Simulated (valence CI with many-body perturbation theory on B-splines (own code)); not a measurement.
**Sn XXIX: what each term of the Hamiltonian does**

Computed by valence CI with perturbative core correlation (CI+MBPT): four valence electrons over a frozen Dirac-Fock core [Ar], a basis of 9 s, 9 p, 10 d, 8 f, 5 g, 3 h, 1 i functions for each j, with the one-electron correlation potential Σ1, the two-electron term Σ2, the three-electron term Σ3, Breit, model QED; selected CI, second order for the rest (own B-spline code, finite nucleus).

The last digits are not significant, and no measured levels were compared; by estimate large intervals hold to a few tenths of a per cent, small ones and those within an open d or f shell to about a per cent. Core correlation moves these levels by up to 8500 cm⁻¹, and in measured spectra 5 to 20 % of such shifts remained as error; rates that hang on mixing are uncertain with them. Only levels of the ground parity were solved; by the run's estimate the other parity begins above the list, which can be wrong where configurations are misplaced.

Each rung adds one term. CI alone is the Dirac-Coulomb CI over the frozen core; QED comes last and gives the full result, which names the levels. Energies are above (3d3/2^4) J=0 on the same rung, in eV.

Levels are named by their leading jj configuration (3d3/2^4 stands for four electrons in 3d with j = 3/2), which in mixed levels can hold well under half, so a name can repeat and another be missing. Letters in brackets count levels of one name in rising energy.

```tsv
Level	CI alone	Σ1	Σ2	Σ3	Breit	QED	Full
(3d3/2^3 3d5/2) J=1	5.654	+0.0740	+0.2190	+0.0697	-0.3436	+0.0284	5.702
(3d3/2^2 3d5/2^2) J=2 [a]	9.760	+0.1110	+0.2699	+0.0715	-0.6022	+0.0417	9.651
(3d3/2^2 3d5/2^2) J=3 [a]	12.404	+0.1216	+0.2494	+0.0479	-0.7409	+0.0452	12.128
(3d3/2^3 3d5/2) J=4	13.123	+0.0990	+0.2074	-0.0231	-0.7979	+0.0354	12.644
(3d3/2^2 3d5/2^2) J=0 [a]	18.153	+0.1415	+0.1125	-0.0621	-0.5332	+0.0508	17.862
(3d3/2^2 3d5/2^2) J=4 [a]	19.342	+0.1472	+0.3816	-0.0106	-0.9198	+0.0523	18.993
(3d3/2^2 3d5/2^2) J=3 [b]	22.160	+0.1379	+0.0803	-0.0259	-0.6968	+0.0474	21.703
(3d3/2^2 3d5/2^2) J=2 [b]	22.541	+0.1308	-0.0802	+0.0652	-0.5966	+0.0442	22.105
(3d3/2^2 3d5/2^2) J=5	23.745	+0.1596	+0.3787	-0.0099	-1.1305	+0.0553	23.198
(3d3/2^2 3d5/2^2) J=1	24.237	+0.1677	-0.0449	+0.0846	-0.7265	+0.0584	23.776
(3d3/2^2 3d5/2^2) J=6	25.545	+0.1660	+0.4883	-0.0336	-1.4078	+0.0572	24.815
(3d3/2^2 3d5/2^2) J=4 [b]	27.913	+0.1739	+0.1178	-0.1259	-1.0951	+0.0586	27.043
(3d3/2^2 3d5/2^2) J=2 [c]	28.713	+0.1723	-0.2753	+0.0362	-0.9021	+0.0582	27.802
(3d3/2^2 3d5/2^2) J=3 [c]	29.656	+0.1614	-0.3452	-0.0348	-0.8794	+0.0534	28.611
(3d3/2 3d5/2^3) J=4 [a]	30.457	+0.2202	+0.2839	-0.0343	-1.1758	+0.0782	29.829
(3d3/2 3d5/2^3) J=3 [a]	33.173	+0.2293	+0.1370	-0.0478	-1.0504	+0.0806	32.522
(3d3/2^2 3d5/2^2) J=2 [d]	33.912	+0.1993	-0.0989	+0.0666	-0.8947	+0.0676	33.252
(3d3/2 3d5/2^3) J=5	35.448	+0.2466	+0.3277	-0.0413	-1.5029	+0.0864	34.565
(3d3/2 3d5/2^3) J=1 [a]	36.480	+0.2326	-0.1986	-0.1215	-0.9441	+0.0803	35.529
```

The middle columns are the shifts that each term adds.

Problem. How does the ionisation energy move along the ladder, and which term matters most?

Solution. CI alone 1586.5, + Σ1 1589.0, + Σ2 1596.6, + Σ3 1596.7, + Breit 1595.8, + QED 1595.9 eV. The largest step is Σ2, 7.7 eV. NIST lists 1596 ± 4 eV (theoretical).
